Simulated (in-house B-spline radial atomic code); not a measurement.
## KLI/ALDAx excitations of the argon ion Ar⁸⁺

Method: KLI/ALDAx. Computed with an all-electron radial atomic-structure program (B-spline basis): linear response of the closed shell [He] 2s2 2p6 with the adiabatic LDA exchange kernel on the exchange-only KLI potential; scalar-relativistic (spin-free one-electron X2C), finite nucleus, no spin-orbit coupling, no double excitations, S, P, D and F terms only. Only terms of natural parity with L up to 3 were computed.

Command:
```bash
python run_td.py task.json out
```
Settings (radii: box in bohr, nucleus in fm):
```
Z                        18
electrons                10
configuration            [He] 2s2 2p6
hamiltonian              x2c
method                   kli
box_radius               11.59
rms_radius               3.4274
intervals                103
```

Cost of the run: 0.6 s on 1 thread of Arm Neoverse N1, with other jobs on the host.

The lowest states, in the order of their Tamm-Dancoff energies; the method's threshold (minus the highest occupied level) is 424.84 eV. Labels give the largest channel, * marks a mixed state, and oscillator strengths are full-response dipole values. Semilocal kernels can invert the small singlet-triplet splittings of Rydberg terms. Energies in eV:

```csv
state,full response,Tamm-Dancoff,oscillator strength
2p → 3s 3P,251.62,251.64,-
2p → 3s 1P,253.47,253.50,0.211
2p → 3p 3S,267.06,267.11,-
2p → 3p 3D,269.10,269.11,-
2p → 3p 1D,?,?,-
2p → 3p 1S,280.47,281.16,-
2p → 3d 3P,290.70,290.72,-
2p → 3d 3F,?,?,-
2p → 3d 1F,292.83,292.84,-
2p → 3d 1P,298.03,298.26,1.99
```

**Question.** Where does 2p → 3p 1D lie?

**Answer.** At 270.60 eV in full response, 270.61 eV in Tamm-Dancoff.

**Question.** Where does 2p → 3d 3F lie?

**Answer.** At 291.46 eV in full response, 291.48 eV in Tamm-Dancoff.

**Question.** How large is the singlet-triplet splitting of 2p → 3s (P terms) in Tamm-Dancoff?

**Answer.** 1.87 eV, from the unrounded values.

**Question.** What polarisabilities and dispersion coefficient does the method give?

**Answer.** Dipole 0.03723 bohr³, quadrupole 0.01086 bohr⁵, C6 0.01368 hartree·bohr⁶ for two such species.
